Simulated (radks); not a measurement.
Results of a calculation; reference values are marked as such.
Spherical quantum dot in the effective-mass picture: electrons in a well V = -V0 / (1 + exp((r - R)/a)) with V0 = 30.3, R = 1.7, a = 0.19, with a point charge +1 (a donor) at the centre, all in effective atomic units (hartree* = m*/eps^2 hartree, bohr* = eps/m* bohr), one dielectric constant everywhere. Level of theory: non-relativistic Kohn-Sham, exchange-only LDA, spin-polarised, spherical densities (a radial shooting solver with Libxc functionals). Levels are named by radial order and angular momentum (1s, 1p, 1d, 2s, ...), and open shells are averaged over m.

N = 24, configuration 1s2 1p6 1d10 2s2 1f(up 4, down 0). This is the lowest configuration that the search found. Occupied and some empty levels:

level    occupation  eigenvalue (hartree*)  <r> (bohr*)
1s up             1                -9.2448       0.9248
1s down           1                -9.1547       0.9172
1p up             3                -7.7393        1.080
1p down           3                -7.6236        1.077
1d up             5                -5.7822        1.175
1d down           5                -5.6542        1.174
2s up             1                -4.6756       0.8778
2s down           1                -4.6070       0.8813
1f up             4                -3.4053        1.252
1f down           0                -3.2715        1.251
2p up             0                -1.5027        1.046
2p down           0                -1.4249        1.046
1g up             0               -0.67125        1.319
1g down           0               -0.53584        1.320

Energy (hartree*): total -369.236, kinetic 99.871, external -680.39, Hartree 231.35, exchange-correlation -20.067.
